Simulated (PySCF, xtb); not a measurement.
Al(Me)(OH)2 (CH₅AlO₂), SMILES [OH][Al]([CH3])[OH].

GFN2-xTB (xtb 6.7.1) at its own geometry gives an orbital gap of 4.74 eV and a dipole moment of 0.05 D.

Geometry optimised at ωB97X-D3(BJ)/def2-SVP. The isomer is the one that the SMILES or the coordinates give; other isomers of the formula were not compared. Other conformers were not sampled.

What does HF/def2-TZVP (PySCF) give? (Estimate from the structure and the level; the computed values follow.)

gap 14.32 eV (levels -11.77 and 2.55 eV), dipole 1.89 D.
